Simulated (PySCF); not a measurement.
# How methods differ on the excitation energy of Cd+

Cd+ [Kr] 4d10 5s1 (2S) → Cd+ [Kr] 4d9 5s2 (2D), as a difference of total energies. All numbers are calculated (PySCF 2.14, scalar relativity by spin-free X2C-1e, in x2c-TZVPPall (8s6p6d2f1g, 79 functions)). Correlated levels: valence: [Kr] frozen; valence and next inner shell: [Ar] 3d10 frozen. The calculations carry no spin-orbit coupling.

```tsv
method	excitation energy (eV)
UHF	8.892
LDA	8.812
PBE	8.817
PBE0	8.975
r2SCAN	9.025
B2PLYP	8.862
BP86	8.762
TPSSh	8.963
HSE06	8.915
MP2 (valence)	9.301
SCS-MP2 (valence)	9.116
MP2 (valence and next inner shell)	9.058
SCS-MP2 (valence and next inner shell)	8.874
```

Question: How much does correlation contribute at MP2 (valence and next inner shell)?

Answer: 9.058 − (8.892) = 0.166 eV, measured against UHF.

Errors of the correlated levels include the incompleteness of this basis and the frozen core.

For comparison: 8.866 eV (measured; NIST levels, between the centres of gravity of the two terms).
